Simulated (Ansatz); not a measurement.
Reactions of CH$_{2}$AlFO (`F[CH]1[O][AlH]1`).

Program: Ansatz. Geometries: PBE0-D4/def2-TZVP. ΔE: electronic, gas phase. CBS: MP2 limit from def2 TZ/QZ plus the TZ coupled-cluster correction, frozen cores. This one scheme is used for every species, atoms too. DFT in def2-TZVPP. B3LYP here is the variant with VWN-RPA as its local correlation; programs differ in this. No spin–orbit coupling; open shells (•) take unrestricted orbitals. Spin–orbit coupling would lower the free atoms: a little for Al, C, F, O. Each species was taken in one conformer, which may not be the lowest.

| reaction | B3LYP-D4 (kcal/mol) | ωB97M-V (kcal/mol) | PBE0-D4 (kcal/mol) | HF/CBS(def2) (kcal/mol) |
| --- | --- | --- | --- | --- |
| `F[CH]1[O][AlH]1` → Al• + C• + F• + 2 H• + O• | 490.5 | 495.8 | 492.1 | 322.9 |
| `F[CH]1[O][AlH]1` → `[F][Al]1[CH2][O]1` | -49.9 | -50.0 | -48.4 | -52.4 |
| `F[CH]1[O][AlH]1` → `O=[CH][AlH][F]` | -48.6 | -46.8 | -43.8 | -57.7 |
| `F[CH]1[O][AlH]1` + `C=CC` → `C=C(C)[CH]1[O][AlH]1` + H–F | -9.9 | -10.0 | -11.8 | -5.7 |
| `F[CH]1[O][AlH]1` + CH₄ → `C[CH]1[O][AlH]1` + H–F | -0.7 | -1.4 | -2.3 | 0.1 |

Task: Give the CCSD(T)/CBS values in the same order. (Best estimate.)

Result: Computed: 494.7, -52.9, -48.6, -13.3, -4.8 kcal/mol.

Largest T1 diagnostic: 0.018, for Al•.
